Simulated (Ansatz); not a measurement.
Gas-phase reaction in SMILES: C[Si](C)(N)N + 4 [H][H] (H2) -> 2 C (CH4) + 2 N (NH3) + [SiH4] (SiH4)
Geometries: B3LYP-D3(BJ)/def2-TZVP minima from Ansatz (a program for electronic structure), one conformer each, not searched for the lowest.

Property: energy of full hydrogenation (electronic energy difference), in kcal/mol. Valence correlation only, unless marked. Spin-orbit coupling is left out. No relativistic terms. CBS(X,Y): correlation extrapolated as X^-3; Hartree-Fock from the larger set.

```json
[
 {"level": "HF/cc-pV(T+d)Z", "program": "Ansatz", "energy of full hydrogenation (kcal/mol)": "-11.1"}
]
```

Task: What does CCSD(T)/CBS(cc-pV(T+d)Z,cc-pV(Q+d)Z) (Ansatz) give?

Result: 6.9 kcal/mol
